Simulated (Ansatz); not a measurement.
Reaction (ligand exchange at the Si–O bond): `CO[SiH2]O[SiH3]` + PH₃ → `CO[SiH2]P` + silanol

Isolated molecules relaxed with PBE0-D4/def2-TZVP in Ansatz; ΔE leaves out vibrations. CCSD(T)/CBS adds triple-zeta CCSD(T) − MP2 to the extrapolated MP2 energy (def2 sets, frozen cores). This one scheme is used for every species. DFT in def2-TZVPP. B3LYP here is the variant with VWN-RPA as its local correlation; programs differ in this. One conformer a species, not always the lowest.

Question: Is it downhill or uphill in electronic energy at CCSD(T)/CBS, and by how much? (Best estimate.)

Answer: The calculation gave: Uphill: ΔE = +1.14 eV.

Question: What do these levels give: r2SCAN-D4, B3LYP-D4, ωB97X-V, ωB97M-V, PBE, HF/def2-TZVPP, MP2/def2-TZVPP, CCSD/def2-TZVPP, CCSD(T)/def2-TZVPP, HF/def2-QZVPP, MP2/def2-QZVPP, HF/CBS(def2)? (Estimate.)

Answer: The calculation gave: r2SCAN-D4 1.08, B3LYP-D4 1.17, ωB97X-V 1.13, ωB97M-V 1.15, PBE 0.91, HF/def2-TZVPP 1.40, MP2/def2-TZVPP 1.17, CCSD/def2-TZVPP 1.21, CCSD(T)/def2-TZVPP 1.17, HF/def2-QZVPP 1.42, MP2/def2-QZVPP 1.16, HF/CBS(def2) 1.43 eV.

Largest T1 diagnostic among the species: 0.013.

In def2-TZVPP, CCSD(T) changes the Hartree–Fock value by −0.23 eV (the triples alone add −0.04 eV) and MP2 by −0.23 eV. From PBE to PBE0 (25 % exact exchange), in def2-TZVPP and without D4, ΔE moves by +0.08 eV.
